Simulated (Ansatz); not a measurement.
The first iterations of a band of BrH + CH6Si (10 atoms, charge 0, multiplicity 1).

Method: Ansatz, RKS PBE0-D4/def2-SVP.

| Quantity | Value |
| --- | --- |
| movable images | 5 |
| climbing image | yes |
| spring | 0.5 eV/Å² |
| optimiser | quadratic models (default) |
| start path | through a guess of the saddle point |
| force threshold | 0.05 eV/Å |
| iteration limit | 60 |
| end points | relaxed |

First end point:

```xyz
10
Properties=species:S:1:pos:R:3
Si -0.965 0.491 0.130
C -0.139 -1.135 0.577
H -1.325 0.539 -1.320
H -2.210 0.697 0.934
H -0.049 1.645 0.415
H 2.104 1.506 -0.828
Br 2.492 0.673 -1.914
H -0.811 -1.981 0.367
H 0.783 -1.274 -0.007
H 0.119 -1.161 1.647
```

Last end point:

```xyz
10
Properties=species:S:1:pos:R:3
Si -0.902 1.827 -0.679
C 0.756 -1.811 0.748
H -1.929 1.864 -1.756
H -1.134 0.666 0.222
H -0.918 3.099 0.094
H 1.186 -1.060 0.071
Br 1.104 1.600 -1.624
H -0.170 -2.209 0.312
H 1.474 -2.630 0.892
H 0.533 -1.346 1.718
```

| iteration | highest image above the first end (eV) | largest band force component (eV/Å) |
| --- | --- | --- |
| 1 | 2.003 | 7.149 |
| 2 | 1.768 | 1.722 |

**Question.** Does the band converge within its limit, and where does its top end?

**Answer.** It converged. It ended after 8 iterations with the highest image 1.688 eV above the first end. Neighbouring images differ by up to 1.3 eV, so the band resolves the path poorly. Another band between the same ends (5 images) ends at a top of the same energy, where a vibrational analysis finds 1 clearly imaginary mode. The orbitals stay closed-shell, which can raise the energy where a bond breaks towards radicals; this wasn't checked here.

Time of the run: 110 s on 2 threads of Arm Neoverse V1 (shared host), peak memory 0.22 GiB.
